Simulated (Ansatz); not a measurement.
Relaxation of C₃H₁₁BSSi (17 atoms, charge 0, multiplicity 1), to a largest force component of 0.02 eV/Å in at most 50 steps.

Level of theory: Ansatz, RKS B3LYP/6-31G*.

```xyz
17
Properties=species:S:1:pos:R:3
C 0.993 -2.122 -0.268
B 1.251 -0.586 0.153
Si -0.002 0.847 -0.342
C -0.010 0.965 -2.191
S -1.922 0.432 0.462
C -1.420 0.701 2.209
H 0.923 -2.139 -1.382
H 1.785 -2.730 0.086
H -0.024 -2.377 0.194
H 2.224 -0.336 0.809
H 0.523 2.123 0.221
H 0.941 1.164 -2.593
H -0.519 0.022 -2.607
H -0.800 1.788 -2.449
H -1.028 1.698 2.360
H -2.297 0.581 2.884
H -0.635 -0.031 2.495
```

Task: Where does it end, and by what steps?

Result: The run converged. After 5 steps the energy has fallen by 0.558 eV; H17 moved furthest, 0.33 Å.

| step | energy less start (eV) | largest force component (eV/Å) | accepted |
| --- | --- | --- | --- |
| 0 | 0.0000 | 4.527 | yes |
| 1 | -0.4940 | 1.185 | yes |
| 2 | -0.5410 | 0.423 | yes |
| 3 | -0.5362 | 0.288 | no |
| 4 | -0.5577 | 0.061 | yes |
| 5 | -0.5584 | 0.019 | yes |

```xyz
17
Properties=species:S:1:pos:R:3
C 1.087 -2.137 -0.282
B 1.397 -0.661 0.148
Si 0.137 0.862 -0.349
C -0.136 0.991 -2.222
S -1.839 0.500 0.505
C -1.522 0.750 2.306
H 0.951 -2.207 -1.373
H 1.832 -2.880 0.021
H 0.110 -2.437 0.129
H 2.379 -0.426 0.798
H 0.602 2.187 0.166
H 0.809 1.201 -2.736
H -0.543 0.059 -2.630
H -0.836 1.800 -2.456
H -1.075 1.729 2.495
H -2.493 0.702 2.804
H -0.880 -0.033 2.717
```

Run time: 37 s on 2 threads of Arm Neoverse V1, with other jobs on the host, peak memory 0.32 GiB.
